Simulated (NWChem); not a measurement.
System: CH4O2Si; SMILES O1CO[SiH2]1

```xyz
8

C      0.0000     0.0000    -1.2709
O      0.0000     1.1143    -0.3570
Si     0.0000     0.0000     0.9094
O      0.0000    -1.1143    -0.3570
H     -0.9040     0.0000    -1.8906
H      0.9040     0.0000    -1.8906
H      1.2110     0.0000     1.7699
H     -1.2110     0.0000     1.7699
```
Atoms are numbered in this order, from 1.

Results from NWChem. Pople sets run with spherical d functions. Geometry: optimised at B3LYP/6-31G* (spherical d). Level: B3LYP/6-31G* with SMD (1 M gas to 1 M solution), gas-phase geometry. Reactions with the solvent are ignored.

Estimate the computed values for solvent toluene. Quantities: solvation free energy (kcal/mol); cavity-dispersion-structure term (kcal/mol); dipole in solution (D).


```
Item                                         Result
-------------------------------------------  ------
solvation free energy (kcal/mol)               -2.5
cavity-dispersion-structure term (kcal/mol)    -0.9
dipole in solution (D)                         0.44
```
